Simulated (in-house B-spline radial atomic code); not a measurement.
Configurations of As⁺, with energies counted from [Ar] 3d10 4s2 4p2. All numbers are computed (Dirac-Hartree-Fock, average of configuration; Fermi nucleus of rms radius 4.0968 fm) with a radial B-spline atomic code at the basis-set limit, not measured. Energies include first-order Breit, QED and recoil terms.

Occupations are held fixed; configurations that lie above the ionisation limit could autoionise.

```tsv
configuration	E - E(ref) (eV)	highest orbital	its <r> (bohr)
[Ar] 3d10 4s1 4p2 5g1	25.086	5g9/2	13.74
[Ar] 3d10 4s1 4p2 8f1	26.406	8f5/2	44.61
[Ar] 3d9 4s2 4p2 6f1	58.212	6f5/2	23.73
[Ar] 3d9 4s2 4p2 6g1	58.224	6g9/2	21.99
```

(1) Order these further configurations by energy, lowest first.
A. [Ar] 3d10 4s1 4p2 6f1
B. [Ar] 3d10 4s1 4p2 7d1
C. [Ar] 3d10 4s1 4p2 5d1
D. [Ar] 3d10 4s2 4p1 5g1

Results:

(1) D (15.125 eV), C (23.573 eV), B (25.673 eV), A (25.738 eV).
